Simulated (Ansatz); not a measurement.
CaTe, closed-shell singlet (lowest of 2S+1 = 1, 3 at CCSD(T)/def2-TZVPP on PBE0 minima; our sources give no spin for the ground state, which may be another), most abundant isotopes (39.9626 and 129.9062 u). Constants from fifth-degree fits in 1/R to seven points on the lowest solution found; no spin–orbit coupling, no relativity up to Kr; ω_e x_e and α_e move by some per cent with the fit.

Correlated levels freeze the inner cores; with def2 sets outer-core shells near the valence are correlated too.

Codes used: Ansatz (a first-principles code) with Gaussian orbitals. Each number belongs to the level named beside it. In def2 rows elements past Kr take small-core potentials, without spin–orbit coupling.

```tsv
level	r_e (Å)	ω_e (cm⁻¹)	ω_e x_e (cm⁻¹)	α_e (cm⁻¹)
PBE/def2-TZVPP	2.6590	296.9	0.722	0.000253
CCSD(T)/def2-QZVPP	2.6789	291.1	0.821	0.000269
```

Problem. Derive the rotational constants, the centrifugal constant, the fundamental, the zero-point energy and the force constant.

Solution. 
μ = 30.56117 u.
- PBE/def2-TZVPP: B_e = 16.8576/(μ r_e²) = 0.078018 cm⁻¹; B₀ = B_e − α_e/2 = 0.077891 cm⁻¹; D = 4B_e³/ω_e² = 2.15e-08 cm⁻¹; fundamental ω_e − 2ω_e x_e = 295 cm⁻¹; zero-point energy ω_e/2 − ω_e x_e/4 = 148 cm⁻¹; k = μ(2πcω_e)² = 159 N/m; the line J = 1 ← 0 at 2B₀ = 4.670 GHz
- CCSD(T)/def2-QZVPP: B_e = 16.8576/(μ r_e²) = 0.076860 cm⁻¹; B₀ = B_e − α_e/2 = 0.076725 cm⁻¹; D = 4B_e³/ω_e² = 2.14e-08 cm⁻¹; fundamental ω_e − 2ω_e x_e = 289 cm⁻¹; zero-point energy ω_e/2 − ω_e x_e/4 = 145 cm⁻¹; k = μ(2πcω_e)² = 153 N/m; the line J = 1 ← 0 at 2B₀ = 4.600 GHz

Doubts at one or more of the structures used: a restricted determinant that unrestricted orbitals would lower (CCSD(T)/def2-QZVPP).
